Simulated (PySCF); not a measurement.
Computed IR spectrum (relative IR intensity) of a molecule C3H5FOSi. The structure is a stationary point at B3LYP-D3(BJ)/def2-SVP. One conformer was computed; it need not be the lowest. Calculation: PySCF with B3LYP-D3(BJ)/def2-SVP. Frequencies are harmonic and unscaled.

Lines under 2 % of the strongest are left out, and lines within 2 cm⁻¹ are merged.

ν (cm⁻¹): 450 (w), 498 (w), 662 (m), 710 (vw), 857 (w), 900 (w), 933 (vs), 959 (vw), 990 (m), 995 (w), 1065 (s), 1162 (vw), 1324 (vw), 1640 (m), 2226 (m), 2235 (m), 3067 (w), 3139 (vw) (against the strongest line: vs over 80 %, s over 45 %, m over 15 %, w over 4 %, vw less)

Task: Which structure fits?
(A) F[SiH2][C@@H]1C=CO1
(B) F[SiH2]C1=COC1
(C) CC1=CO[Si@@H]1F
(D) O=C[SiH2]/C=C/F

Result: B, F[SiH2]C1=COC1
